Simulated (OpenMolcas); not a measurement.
# Si4H10 (SMILES [SiH3][SiH]([SiH3])[SiH3]): methods side by side

The species is Si4H10 (14 atoms), meant as a singlet with charge 0. SMILES: `[SiH3][SiH]([SiH3])[SiH3]`. Geometry: relaxed at PBE0-D4/def2-TZVP.

Each level gives the electronic atomisation energy (eV). The values are calculated. Electronic energies at fixed atoms, without zero-point motion or spin-orbit coupling.

| level | kind | program | value (eV) | less CCSD(T)/6-31G* | CPU time (all runs) |
| --- | --- | --- | --- | --- | --- |
| HF/6-31G* (spherical functions) | Hartree–Fock | OpenMolcas | 31.49 | -4.92 | 22 s |
| SVWN5/6-31G* (spherical functions) | LDA | OpenMolcas | 45.26 | +8.85 | 77 s |
| BLYP/6-31G* (spherical functions) | GGA | OpenMolcas | 39.90 | +3.49 | 92 s |
| PBE/6-31G* (spherical functions) | GGA | OpenMolcas | 40.47 | +4.06 | 92 s |
| M06-L/6-31G* (spherical functions) | meta-GGA | OpenMolcas | 41.80 | +5.39 | 1.8 min |
| M06-2X/6-31G* (spherical functions) | hybrid meta-GGA | OpenMolcas | 40.93 | +4.52 | 1.7 min |
| B3LYP/6-31G* (Cartesian functions) | global hybrid | OpenMolcas | 40.66 | +4.25 | 98 s |
| CCSD(T)/6-31G* (spherical functions) | coupled cluster or CI | OpenMolcas | 36.41 | 0.00 | 74 s |

Differences are taken from CCSD(T)/6-31G* (spherical functions) for orientation; it has basis-set and higher-order errors of its own. The values span 31.49 to 45.26 eV. Times are those of the runs behind each value, whatever else they computed, on shared processors of several kinds: orders of magnitude only.
